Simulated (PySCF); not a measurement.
# Electron correlation in Ar+ (argon, charge +1)

[Ne] 3s2 3p5, 2P determinant. Computed with PySCF 2.14 in cc-pVTZ-DK, with the spin-free X2C one-electron Hamiltonian (Gaussian nucleus). Frozen: [Ne]; 7 electrons correlated.

MP2 pair energies summed by pair of shells (mhartree):

```
 pair   energy  share (%)
3p-3p  -104.17       63.0
3s-3p   -51.95       31.4
3s-3s    -9.29        5.6
```

Total MP2 correlation energy: -165.41 mhartree.

Same-spin part -38.20 and opposite-spin part -127.21 mhartree; SCS-MP2 scales them by 1/3 and 6/5 to -165.38 mhartree.

```
  level  correlation energy (mhartree)
   CCSD                        -189.32
    (T)                          -5.00
CCSD(T)                        -194.32
```

Diagnostics: T1 = 0.0061, D1 = 0.0207, largest double amplitude 0.052.

Cost of the coupled-cluster step: 0.22 s of wall time on 1 thread of Intel(R) Xeon(R) 6975P-C (shared host), for 7 correlated electrons.

Iterations:

```
CC2 = 0
CCSD nocc = (np.int64(4), np.int64(3)), nmo = (29, 29)
frozen orbitals [[0, 1, 2, 3, 4], [0, 1, 2, 3, 4]]
max_cycle = 100
direct = 0
conv_tol = 1e-08
conv_tol_normt = 1e-06
diis_space = 8
diis_start_cycle = 0
Init t2, MP2 energy = -0.165405454768929
Init E_corr(UCCSD) = -0.165405454800085
cycle = 1  E_corr(UCCSD) = -0.184262056625823  dE = -0.0188566018  norm(t1,t2) = 0.0347715
cycle = 2  E_corr(UCCSD) = -0.187896215337155  dE = -0.00363415871  norm(t1,t2) = 0.0106385
cycle = 3  E_corr(UCCSD) = -0.189384961601105  dE = -0.00148874626  norm(t1,t2) = 0.00411516
cycle = 4  E_corr(UCCSD) = -0.189323552326465  dE = 6.14092746e-05  norm(t1,t2) = 0.000456751
cycle = 5  E_corr(UCCSD) = -0.18932466414615  dE = -1.11181969e-06  norm(t1,t2) = 6.47621e-05
cycle = 6  E_corr(UCCSD) = -0.18932494956928  dE = -2.85423129e-07  norm(t1,t2) = 1.16959e-05
cycle = 7  E_corr(UCCSD) = -0.189324957339354  dE = -7.77007472e-09  norm(t1,t2) = 2.16738e-06
cycle = 8  E_corr(UCCSD) = -0.189324948664732  dE = 8.67462244e-09  norm(t1,t2) = 5.453e-07
UCCSD converged
E(UCCSD) = -528.2758121258889  E_corr = -0.1893249486647318
UCCSD(T) correction = -0.00499785623872489
```
